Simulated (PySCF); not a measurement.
InHF2, SMILES [InH]([F])[F].

Coordinates come from a PBE-D3(BJ)/def2-TZVP optimisation. The def2 effective core potentials stand for the cores of In; spin–orbit coupling is left out.

Computed with PySCF 2.14.0 with TDA-LC-ωPBE/def2-SVPD.

Vertical excitations.  State labels are in the subgroup C2v.

```json
[
 {"state": "S1", "symmetry": "B1", "energy (eV)": "7.37", "λ (nm)": "168", "f": "0.045", "main pairs": "HOMO→LUMO 94 %"},
 {"state": "S2", "symmetry": "B2", "energy (eV)": "7.50", "λ (nm)": "165", "f": "0.023", "main pairs": "HOMO−1→LUMO+1 80 %"},
 {"state": "S3", "symmetry": "A1", "energy (eV)": "7.51", "λ (nm)": "165", "f": "0.149", "main pairs": "HOMO→LUMO+1 71 %, HOMO−5→LUMO+1 17 %"},
 {"state": "S4", "symmetry": "A2", "energy (eV)": "7.57", "λ (nm)": "164", "f": "0.000", "main pairs": "HOMO−2→LUMO+1 89 %"},
 {"state": "S5", "symmetry": "A2", "energy (eV)": "7.91", "λ (nm)": "157", "f": "0.000", "main pairs": "HOMO−1→LUMO 95 %"},
 {"state": "S6", "symmetry": "B1", "energy (eV)": "7.95", "λ (nm)": "156", "f": "0.075", "main pairs": "HOMO−3→LUMO+1 84 %"},
 {"state": "S7", "symmetry": "B2", "energy (eV)": "8.15", "λ (nm)": "152", "f": "0.007", "main pairs": "HOMO−2→LUMO 63 %, HOMO−4→LUMO+1 27 %"},
 {"state": "S8", "symmetry": "A1", "energy (eV)": "8.54", "λ (nm)": "145", "f": "0.028", "main pairs": "HOMO−3→LUMO 56 %, HOMO−5→LUMO+1 29 %"},
 {"state": "S9", "symmetry": "A2", "energy (eV)": "8.67", "λ (nm)": "143", "f": "0.000", "main pairs": "HOMO−4→LUMO 95 %"},
 {"state": "S10", "symmetry": "B1", "energy (eV)": "8.72", "λ (nm)": "142", "f": "0.041", "main pairs": "HOMO−5→LUMO 94 %"},
 {"state": "T1", "symmetry": "A1", "energy (eV)": "6.08", "λ (nm)": "204", "f": "0", "main pairs": "HOMO→LUMO+1 81 %"},
 {"state": "T2", "symmetry": "B1", "energy (eV)": "6.74", "λ (nm)": "184", "f": "0", "main pairs": "HOMO→LUMO 85 %"},
 {"state": "T3", "symmetry": "B2", "energy (eV)": "6.94", "λ (nm)": "179", "f": "0", "main pairs": "HOMO−1→LUMO+1 86 %"},
 {"state": "T4", "symmetry": "A2", "energy (eV)": "7.11", "λ (nm)": "174", "f": "0", "main pairs": "HOMO−2→LUMO+1 84 %"}
]
```
Triplets are in the Tamm–Dancoff approximation.
